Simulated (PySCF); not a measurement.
AsH5, SMILES [AsH5]. Atoms are numbered in the order given.

```xyz
6

As     0.0000     0.0000     0.0000
H      0.0000     0.0000     1.6034
H      0.0000     0.0000    -1.6034
H      1.5291     0.0000     0.0000
H     -0.7646     1.3243     0.0000
H     -0.7646    -1.3243     0.0000
```
Charge 0, spin multiplicity 1.

Geometry optimised at PBE0-D3(BJ)/def2-TZVP.

The numbers are results of PySCF with PBE0/def2-TZVPD, not measurements.

Symmetry labels are those of the subgroup C2v that the program uses (full group D3h).

### Question
List the valence orbital energies around the gap with their symmetry. (Estimate from the structure and the level; the computed values follow.)

### Answer

| orbital | symmetry | energy (eV) |
|---|---|---|
| HOMO−7 | A1 | -46.40 |
| HOMO−6 | B2 | -46.35 |
| HOMO−5 | A2 | -46.35 |
| HOMO−4 | A1 | -18.87 |
| HOMO−3 | A1 | -11.56 |
| HOMO−2 | B1 | -11.56 |
| HOMO−1 | B2 | -11.10 |
| HOMO | A1 | -6.03 |
| LUMO | A1 | -0.72 |
| LUMO+1 | B1 | 0.54 |
| LUMO+2 | A1 | 0.54 |
| LUMO+3 | B2 | 2.36 |
